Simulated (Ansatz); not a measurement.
Consider the ligand exchange at the Sn–C bond: `CO[C](=N)[SnH3]` + `O[SiH2][SiH3]` → `[SiH3][SiH2][O][SnH3]` + `COC=N`.

Program: Ansatz. Geometries: PBE0-D4/def2-TZVP. ΔE: electronic, gas phase. CBS: MP2 limit from def2 TZ/QZ plus the TZ coupled-cluster correction, frozen cores. Functionals use def2-TZVPP. def2 core potentials past Kr. For Sn outer-core shells are correlated without core-valence functions, which leaves a few kJ/mol of doubt a bond. Each species was taken in one conformer, which may not be the lowest.

Q: Is it downhill or uphill in electronic energy at CCSD(T)/CBS, and by how much? (Estimate.)

A: Ansatz gave: Downhill: ΔE = -0.78 eV.

Q: What do these levels give: PBE0-D4, ωB97X-V, B2PLYP, CCSD/def2-TZVPP, MP2/CBS(def2), CCSD/CBS(def2)? (An estimate is asked.)

A: Computed: PBE0-D4 -0.70, ωB97X-V -0.78, B2PLYP -0.79, CCSD/def2-TZVPP -0.77, MP2/CBS(def2) -0.78, CCSD/CBS(def2) -0.82 eV.

Largest T1 diagnostic among the species: 0.014.

In def2-TZVPP, CCSD(T) changes the Hartree–Fock value by +0.26 eV (the triples alone add +0.04 eV) and MP2 by +0.26 eV. From PBE to PBE0 (25 % exact exchange), in def2-TZVPP and without D4, ΔE moves by −0.06 eV.
